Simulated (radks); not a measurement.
Results of a calculation; reference values are marked as such.
Q: These are the eigenvalues of the occupied orbitals of an atom or ion with whole-number occupations (eV). Code: a radial shooting solver on a logarithmic mesh with Libxc functionals. Model: Dirac Kohn-Sham, relativistic LDA (MacDonald-Vosko exchange, VWN5 correlation), spin-unpolarised, spherical densities, finite nucleus; Fermi nuclear charge, rms radius of each element as measured or else 0.836 A^(1/3) + 0.57 fm.

1s1/2: -6410.250
2s1/2: -750.8243
2p1/2: -646.4414
2p3/2: -636.0480
3s1/2: -94.6924
3p1/2: -64.7346
3p3/2: -63.4499
3d3/2: -16.1541
3d5/2: -16.0293
4s1/2: -12.2833

Which element is it, and in what charge state? The configuration may be excited.

A: Z = 25, manganese, charge +1: Mn+ in [Ne] 3s2 3p(1/2: 2, 3/2: 3) 3d(3/2: 4, 5/2: 2) 4s1. The list shows which subshells hold electrons but not how many an open one holds; the 1s level, -235.57 hartree, gives Z - s = 21.7 by -(Z - s)^2/2, which with screening and relativity narrows Z to a few neighbours, and the depths of the outer levels then fix element, charge and occupations together.
